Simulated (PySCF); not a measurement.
This PySCF input asks for the NMR shieldings of `C=C1C[C@@H](C)C[Si@@H]1Cl`, C₆H₁₁ClSi; the geometry comes from GFN2-xTB.

```python
import basis_set_exchange as bse
import numpy as np
from pyscf import gto, dft
from pyscf.prop import nmr

atoms = """
C    -2.175110    1.734190   -0.204663
C    -1.288423    0.786562    0.059391
C     0.196970    1.024057    0.110753
C     0.909607   -0.236717   -0.393386
C     2.413434   -0.173793   -0.156230
C     0.268804   -1.449794    0.299000
Si   -1.592254   -1.052342    0.372482
Cl   -2.651120   -1.931039   -1.109183
H    -1.884225    2.754836   -0.406388
H    -3.232364    1.528934   -0.230880
H     0.483256    1.903525   -0.468208
H     0.483701    1.198780    1.152786
H     0.726639   -0.318488   -1.470936
H     2.849047    0.682309   -0.667794
H     2.626996   -0.082654    0.907408
H     2.895959   -1.076347   -0.525126
H     0.518399   -2.369075   -0.228400
H     0.677576   -1.542951    1.306062
H    -2.236695   -1.370741    1.645851
"""
names = dict.fromkeys(["C", "Si", "Cl", "H"], "pcSseg-1")
basis = {el: gto.basis.parse(bse.get_basis(n, elements=[el], fmt="nwchem")) for el, n in names.items()}
mol = gto.M(atom=atoms, basis=basis, charge=0, verbose=0)
mf = dft.RKS(mol, xc="PBE0")
mf.grids.level = 2
mf.grids.alignment = dft.numint.BLKSIZE   # the property module wants whole blocks of grid points
mf.conv_tol = 1e-9
mf.kernel()

calc = nmr.RKS(mf)   # GIAO
C = mf.mo_coeff
Co = C[:, mf.mo_occ > 0]
resp = mf.gen_response(singlet=True, hermi=2)
def vind(x):   # induced exchange potential for any number of trial vectors
    d = np.einsum("pi,xij,qj->xpq", C, 2 * x.reshape(-1, C.shape[1], Co.shape[1]), Co, optimize=True)
    return np.einsum("xpq,pi,qj->xij", resp(d - d.transpose(0, 2, 1)), C, Co, optimize=True).ravel()
mo1, _ = nmr.rhf.solve_mo1(calc, with_cphf=vind)
sigma = calc.kernel(mo1)
for i, s in enumerate(sigma):   # ppm
    w = np.linalg.eigvalsh((s + s.T) / 2)
    print("%2d %-2s iso %8.1f  s11 %8.1f  s22 %8.1f  s33 %8.1f" % (i, mol.atom_pure_symbol(i), w.mean(), *w))
```

**Question.** What are the results?

**Answer.** 
```
 0 C  iso     52.4  s11    -64.6  s22     62.9  s33    158.9
 1 C  iso     25.8  s11    -80.5  s22     12.0  s33    145.8
 2 C  iso    135.0  s11    109.7  s22    137.7  s33    157.8
 3 C  iso    150.2  s11    133.9  s22    154.4  s33    162.2
 4 C  iso    161.3  s11    144.8  s22    151.7  s33    187.3
 5 C  iso    157.4  s11    143.4  s22    151.8  s33    176.8
 6 Si iso    343.7  s11    292.5  s22    351.2  s33    387.5
 7 Cl iso    967.8  s11    918.7  s22    978.8  s33   1006.0
 8 H  iso     25.4  s11     22.0  s22     24.3  s33     29.8
 9 H  iso     25.8  s11     22.3  s22     24.0  s33     31.1
10 H  iso     29.2  s11     25.1  s22     28.7  s33     33.9
11 H  iso     29.9  s11     26.0  s22     29.5  s33     34.0
12 H  iso     29.8  s11     26.4  s22     28.9  s33     34.1
13 H  iso     30.3  s11     25.4  s22     27.8  s33     37.7
14 H  iso     31.0  s11     27.6  s22     29.0  s33     36.5
15 H  iso     30.3  s11     25.7  s22     28.1  s33     37.2
16 H  iso     30.5  s11     26.3  s22     29.0  s33     36.2
17 H  iso     31.2  s11     26.5  s22     30.5  s33     36.7
18 H  iso     26.2  s11     22.1  s22     24.7  s33     31.9
```

These numbers come from an equivalent density-fitted implementation of the same equations, which agrees with the script to about 0.01 ppm for H and up to a few tenths of a ppm for heavy atoms, so last digits may differ.

**Question.** Turn these shieldings into chemical shifts. Referencing at the same level of theory: TMS for ¹³C (σref 186.93) and ²⁹Si (σref 349.16) and ¹H (σref 31.72); ³⁵Cl (σref 949.78) against HCl.

**Answer.** Averaging equivalent atoms: C 1: 161.2; C 0: 134.5; C 2: 51.9; C 3: 36.8; C 5: 29.6; C 4: 25.7; Si 6: 5.4; Cl 7: -18; H 8: 6.35; H 9: 5.92; H 18: 5.50; H 10: 2.47; H 12: 1.87; H 11: 1.86; H 16: 1.24; H 13/14/15: 1.16; H 17: 0.49 ppm. 

Size and cost of the density-fitted run: 205 basis functions, 98 s wall time on 1 thread of an AMD EPYC, shared host; peak memory 0.93 GiB.
